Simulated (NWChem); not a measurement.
# CHAuOS; SMILES [O+]#[C-]->[Au][SH]

```xyz
5

Au     0.0056    -0.0269     0.0000
S      0.0485     2.2656     0.0000
H     -1.3101     2.4041     0.0000
O     -0.0010    -3.1019     0.0000
C      0.0162    -1.9517     0.0000
```
Atoms are numbered in this order, from 1.

Results from NWChem. Geometry: optimised at PBE-D3(BJ)/def2-SVP. def2 effective core potentials on Au; no spin-orbit coupling. Total energies of different functionals are on different scales.

```tsv
level	energy (Ha)	highest occupied level (eV)	orbital gap (eV)	dipole (D)
B3LYP/def2-SVP	-647.7557	-6.40	3.84	2.89
PBE/def2-SVP	-647.4480	-5.66	2.46	2.49
BHandHLYP/def2-SVP	-647.4781	-7.49	6.07	3.54
B3PW91/def2-SVP	-647.7048	___	___	___
MPW1K/def2-SVP	-647.6758	-7.42	5.62	3.54
revPBE/def2-SVP	-647.6821	-5.60	2.49	2.57
RPBE/def2-SVP	-647.7596	-5.60	2.49	2.57
LRC-wPBEh/def2-SVP	-647.4498	-8.38	7.64	3.54
```

### Question
Some entries are withheld; supply them.

### Answer

- B3PW91/def2-SVP, highest occupied level (eV): -6.48
- B3PW91/def2-SVP, orbital gap (eV): 3.90
- B3PW91/def2-SVP, dipole (D): 3.03
